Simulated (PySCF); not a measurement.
Simulation results for CH$_{6}$BSi, CH$_{6}$AlB$_{2}$, AlBClH$_{4}$N, AlBH$_{3}$N and others

All values are calculated (PySCF 2.14.0). Calculation on a computer-drawn molecule: the log of a Hartree-Fock and frozen-core CCSD(T) single point meant for a local Hartree-Fock minimum, with one planted fault or none, to be diagnosed. Offsets are logged minus clean, where the clean run is the same molecule without the fault. The reference is restricted for singlets and unrestricted otherwise, and also for a bond in bohr or an excited solution. Adding or removing an electron swaps singlet and doublet. The excited solution moves the top pair (singlet) or top alpha electron (doublet) to the lowest empty orbital. Highest occupied and lowest empty are orbital energies over both spins, largest force is the largest gradient component, triples share is (T) over the correlation energy, the T1 limit is 0.02 restricted and 0.045 unrestricted, electrons count all cores, a negative frequency is imaginary (commonest isotopes), and the dipole is about the centre of nuclear charge.

Common to all runs: meant charge 0; meant basis cc-pV(D+d)Z; logged SCF converged yes; possible faults no fault, one electron removed, one electron added, multiplicity raised by two, geometry at a saddle point, SCF held on an excited solution, minimal basis STO-3G, one bond length entered in bohr, all coordinates scaled.

(1) CH$_{6}$BSi

Logged structure:
```xyz
9
CH6BSi
B      1.7854     1.1451    -0.6227
C      2.2891    -0.2423    -1.1002
Si     1.3485    -1.4930    -2.1329
H      0.6819     1.5253    -0.9089
H      2.4903     1.8580     0.0391
H      3.2986    -0.5390    -0.8130
H     -0.0020    -0.9860    -2.4621
H      1.2214    -2.7690    -1.3871
H      2.0865    -1.7655    -3.3905
```

* meant multiplicity: 2
* logged electrons: 30
* logged basis functions: 81
* logged spin squared: 0
* logged highest occupied: -18.254 eV
* logged lowest empty: -7.8715 eV
* logged largest force: 0.072279 hartree/bohr
* logged T1 diagnostic: 0.028314
* logged D1 diagnostic: 0.10792
* logged triples share: 0.025059
* logged CC converged: yes
* logged dipole magnitude: 2.7451 debye
* logged SCF stable within its kind: yes
* logged energy HF: -354.58958 hartree
* logged energy CCSD(T): -354.9359 hartree
* planted fault: one electron removed
* HF energy offset from clean run: 214.7 kcal/mol
* CCSD(T) energy offset from clean run: 226 kcal/mol

Drawn bonds:
```
atom  other atom  order
   1           2      1
   2           3      1
   1           4      1
   1           5      1
   2           6      1
   3           7      1
   3           8      1
   3           9      1
```

Notes: T1 above single-reference limit.

(2) CH$_{6}$BSi

Structure as in entry 1.

* meant multiplicity: 2
* logged electrons: 32
* logged basis functions: 81
* logged spin squared: 0
* logged highest occupied: -2.0319 eV
* logged lowest empty: 9.1776 eV
* logged largest force: 0.062019 hartree/bohr
* logged T1 diagnostic: 0.014961
* logged D1 diagnostic: 0.050486
* logged triples share: 0.032638
* logged CC converged: yes
* logged dipole magnitude: 3.9483 debye
* logged SCF stable within its kind: yes
* logged energy HF: -354.94944 hartree
* logged energy CCSD(T): -355.36471 hartree
* planted fault: one electron added
* HF energy offset from clean run: -11.1 kcal/mol
* CCSD(T) energy offset from clean run: -43.05 kcal/mol

Drawn bonds:
```
atom  other atom  order
   1           2      1
   2           3      1
   1           4      1
   1           5      1
   2           6      1
   3           7      1
   3           8      1
   3           9      1
```

(3) CH$_{6}$AlB$_{2}$

Logged structure:
```xyz
10
CH6AlB2
B      1.3774    -2.4058    -0.6034
C      1.5041    -1.9690     0.8602
B      2.5054    -0.8992     1.3090
Al     0.5426    -2.9858     2.2283
H      0.3323    -2.3434    -1.1953
H      2.3412    -2.8386    -1.1823
H      3.6798    -1.0503     1.0871
H      2.1551     0.0909     1.8951
H      0.7430    -2.6199     3.7495
H     -0.4112    -4.1634     1.7907
```

- meant multiplicity: 2
- logged electrons: 35
- logged basis functions: 95
- logged spin squared: 3.7726
- logged highest occupied: -4.818 eV
- logged lowest empty: -3.0873 eV
- logged largest force: 0.064266 hartree/bohr
- logged T1 diagnostic: 0.083016
- logged D1 diagnostic: 0.47187
- logged triples share: 0.034431
- logged CC converged: yes
- logged dipole magnitude: 4.9175 debye
- logged SCF stable within its kind: yes
- logged energy HF: -332.38548 hartree
- logged energy CCSD(T): -332.79651 hartree
- planted fault: multiplicity raised by two
- HF energy offset from clean run: 127.6 kcal/mol
- CCSD(T) energy offset from clean run: 130.5 kcal/mol

Drawn bonds:
```
atom  other atom  order
   1           2      1
   2           3      1
   2           4      1
   1           5      1
   1           6      1
   3           7      1
   3           8      1
   4           9      1
   4          10      1
```

Notes: T1 above single-reference limit.

(4) AlBClH$_{4}$N

Logged structure:
```xyz
8
AlBClH4N
B     -1.1596    -1.6226     1.5236
N     -0.4330    -0.4341     1.2813
Al    -1.5102     2.5624     0.1426
Cl    -3.5429     2.8567    -0.3153
H     -0.5937    -2.6027     1.9332
H     -2.3429    -1.6489     1.3190
H      0.5504    -0.5074     1.4811
H     -0.4963     3.7370    -0.0457
```

* meant multiplicity: 1
* logged electrons: 46
* logged basis functions: 94
* logged spin squared: 0.909
* logged highest occupied: -8.6391 eV
* logged lowest empty: 0.67116 eV
* logged largest force: 0.060433 hartree/bohr
* logged T1 diagnostic: 0.051912
* logged D1 diagnostic: 0.30436
* logged triples share: 0.031253
* logged CC converged: yes
* logged dipole magnitude: 2.5784 debye
* logged SCF stable within its kind: yes
* logged energy HF: -782.87344 hartree
* logged energy CCSD(T): -783.37071 hartree
* planted fault: one bond length entered in bohr, row 2 of the drawn bonds
* HF energy offset from clean run: 99.97 kcal/mol
* CCSD(T) energy offset from clean run: 107.4 kcal/mol

Drawn bonds:
```
atom  other atom  order
   1           2      1
   2           3      1
   3           4      1
   1           5      1
   1           6      1
   2           7      1
   3           8      1
```

Notes: T1 above single-reference limit.

(5) AlBH$_{3}$N

Logged structure:
```xyz
6
AlBH3N
B     -2.1167     1.0728     0.1860
N     -1.9938     1.1370    -1.2120
Al    -1.0124    -0.1612    -2.0682
H     -1.5691     0.1623     0.7691
H     -2.7413     1.8832     0.8197
H     -2.4630     1.9074    -1.6564
```

- meant multiplicity: 1
- logged electrons: 27
- logged basis functions: 66
- logged spin squared: 0.7579
- logged highest occupied: -16.728 eV
- logged lowest empty: -7.0093 eV
- logged largest force: 0.033448 hartree/bohr
- logged T1 diagnostic: 0.020088
- logged D1 diagnostic: 0.06776
- logged triples share: 0.030651
- logged CC converged: yes
- logged dipole magnitude: 5.7546 debye
- logged SCF stable within its kind: yes
- logged energy HF: -322.56774 hartree
- logged energy CCSD(T): -322.87983 hartree
- planted fault: one electron removed
- HF energy offset from clean run: 177.1 kcal/mol
- CCSD(T) energy offset from clean run: 199.5 kcal/mol

Drawn bonds:
```
atom  other atom  order
   1           2      1
   2           3      1
   1           4      1
   1           5      1
   2           6      1
```

(6) Al$_{2}$BH$_{5}$N

Logged structure:
```xyz
9
Al2BH5N
B      1.9471    -0.4722     0.6458
N      2.1890     0.9019     0.4574
Al     1.1449     2.2972     0.9896
Al    -1.1216     1.9690     2.2736
H      0.9459    -0.8262     1.2211
H      2.7213    -1.3026     0.2433
H      3.0449     1.1043    -0.0305
H     -2.5015     1.9447     1.4900
H     -1.1731     2.0357     3.8584
```

- meant multiplicity: 2
- logged electrons: 43
- logged basis functions: 33
- logged spin squared: 0.7807
- logged highest occupied: -3.2396 eV
- logged lowest empty: 7.0716 eV
- logged largest force: 0.04052 hartree/bohr
- logged T1 diagnostic: 0.02081
- logged D1 diagnostic: 0.078732
- logged triples share: 0.023291
- logged CC converged: yes
- logged dipole magnitude: 3.4008 debye
- logged SCF stable within its kind: yes
- logged energy HF: -559.0334 hartree
- logged energy CCSD(T): -559.22622 hartree
- planted fault: minimal basis STO-3G
- HF energy offset from clean run: 4317 kcal/mol
- CCSD(T) energy offset from clean run: 4462 kcal/mol

Drawn bonds:
```
atom  other atom  order
   1           2      1
   2           3      1
   3           4      1
   1           5      1
   1           6      1
   2           7      1
   4           8      1
   4           9      1
```

(7) AlBClH$_{3}$N

Logged structure:
```xyz
7
AlBClH3N
B     -1.0971    -0.6108    -2.7746
N     -0.2484    -0.9224    -1.6866
Al     1.1519    -2.0516    -1.6223
Cl     1.6959    -3.1272    -3.3677
H     -0.9191    -1.1362    -3.8395
H     -1.9942     0.1792    -2.6302
H     -0.4741    -0.4340    -0.8367
```

* meant multiplicity: 2
* logged electrons: 44
* logged basis functions: 89
* logged spin squared: 0
* logged highest occupied: -16.715 eV
* logged lowest empty: -7.5369 eV
* logged largest force: 0.06627 hartree/bohr
* logged T1 diagnostic: 0.017902
* logged D1 diagnostic: 0.058392
* logged triples share: 0.029892
* logged CC converged: yes
* logged dipole magnitude: 7.4133 debye
* logged SCF stable within its kind: yes
* logged energy HF: -782.11758 hartree
* logged energy CCSD(T): -782.60278 hartree
* planted fault: one electron removed
* HF energy offset from clean run: 191.9 kcal/mol
* CCSD(T) energy offset from clean run: 190.4 kcal/mol

Drawn bonds:
```
atom  other atom  order
   1           2      1
   2           3      1
   3           4      1
   1           5      1
   1           6      1
   2           7      1
```

(8) AlBH$_{5}$N$_{2}$

Logged structure:
```xyz
9
AlBH5N2
B     -0.3911     0.4506     1.9859
N     -0.9040    -0.2414     0.8758
Al     0.0161    -0.8580    -0.5653
N      1.7581    -0.5914    -0.6454
H     -1.1142     0.8077     2.8820
H      0.7893     0.6930     2.0473
H     -1.8955    -0.4001     0.9072
H      2.3458    -0.8946    -1.3987
H      2.3093    -0.1184     0.0473
```

* meant multiplicity: 2
* logged electrons: 37
* logged basis functions: 90
* logged spin squared: 0.7679
* logged highest occupied: -4.016 eV
* logged lowest empty: -1.7684 eV
* logged largest force: 0.022858 hartree/bohr
* logged dipole magnitude: 3.5096 debye
* logged SCF stable within its kind: no
* logged energy HF: -378.34379 hartree

Drawn bonds:
```
atom  other atom  order
   1           2      1
   2           3      1
   3           4      1
   1           5      1
   1           6      1
   2           7      1
   4           8      1
   4           9      1
```

Notes: coupled-cluster numbers left out as unreliable.

(9) AlB$_{2}$H$_{6}$N

Logged structure:
```xyz
10
AlB2H6N
B     -0.7932     0.8330    -0.6558
N      0.5484     1.1464    -0.2550
B      0.9490     2.5195    -0.1429
Al     1.7398    -0.1956     0.1106
H     -1.1345    -0.3174    -0.7528
H     -1.5806     1.7067    -0.8962
H      2.0736     2.7883     0.1922
H      0.1738     3.4050    -0.3799
H      3.1990     0.1941     0.5469
H      1.2574    -1.6857    -0.0255
```

* meant multiplicity: 1
* logged electrons: 36
* logged basis functions: 95
* logged spin squared: 2.0242
* logged highest occupied: -5.9712 eV
* logged lowest empty: -2.7199 eV
* logged largest force: 0.070072 hartree/bohr
* logged T1 diagnostic: 0.030551
* logged D1 diagnostic: 0.14493
* logged triples share: 0.033091
* logged CC converged: yes
* logged dipole magnitude: 1.3951 debye
* logged SCF stable within its kind: yes
* logged energy HF: -349.08 hartree
* logged energy CCSD(T): -349.55346 hartree

Drawn bonds:
```
atom  other atom  order
   1           2      1
   2           3      1
   2           4      1
   1           5      1
   1           6      1
   3           7      1
   3           8      1
   4           9      1
   4          10      1
```

(10) AlB$_{2}$H$_{6}$N

Logged structure:
```xyz
10
AlB2H6N
B     -0.8622     0.9055    -0.7129
N      0.5961     1.2461    -0.2772
B      1.0315     2.7387    -0.1553
Al     1.8911    -0.2126     0.1202
H     -1.2332    -0.3450    -0.8183
H     -1.7181     1.8552    -0.9742
H      2.2540     3.0309     0.2089
H      0.1890     3.7012    -0.4129
H      3.4773     0.2109     0.5945
H      1.3668    -1.8323    -0.0277
```

* meant multiplicity: 1
* logged electrons: 36
* logged basis functions: 95
* logged spin squared: 0
* logged highest occupied: -11.515 eV
* logged lowest empty: 1.1253 eV
* logged largest force: 0.039286 hartree/bohr
* logged T1 diagnostic: 0.01458
* logged D1 diagnostic: 0.05095
* logged triples share: 0.031369
* logged CC converged: yes
* logged dipole magnitude: 0.92816 debye
* logged SCF stable within its kind: yes
* logged energy HF: -349.24699 hartree
* logged energy CCSD(T): -349.72486 hartree

Drawn bonds:
```
atom  other atom  order
   1           2      1
   2           3      1
   2           4      1
   1           5      1
   1           6      1
   3           7      1
   3           8      1
   4           9      1
   4          10      1
```

Q: Give the missing planted fault for AlBH$_{5}$N$_{2}$ (entry 8).
A: SCF held on an excited solution

Q: AlB$_{2}$H$_{6}$N (entry 9): planted fault?
A: multiplicity raised by two

Q: Which fault was planted in the run of AlB$_{2}$H$_{6}$N (entry 10)?
A: all coordinates scaled, by +8.7 %

Further results for AlBH$_{5}$N$_{2}$ (entry 8):

* HF energy offset from clean run: 95.59 kcal/mol

Further results for AlB$_{2}$H$_{6}$N (entry 9):

* HF energy offset from clean run: 139.5 kcal/mol
* CCSD(T) energy offset from clean run: 133.1 kcal/mol

Further results for AlB$_{2}$H$_{6}$N (entry 10):

- HF energy offset from clean run: 34.67 kcal/mol
- CCSD(T) energy offset from clean run: 25.54 kcal/mol
